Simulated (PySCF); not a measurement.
A structure optimised at PBE-D3(BJ)/def2-TZVP, used in a PySCF frequency run:

```xyz
3

Zr     0.0000     0.0000     0.4969
Cl     0.0000     2.0289    -0.5846
Cl     0.0000    -2.0289    -0.5846
```

Problem. Write its SMILES, formula and point group.

Solution. [Cl][Zr][Cl], Cl₂Zr, C2v

Problem. What are its rotational constants (standard atomic weights)?

Solution. 10.829, 1.7317, 1.4929 GHz
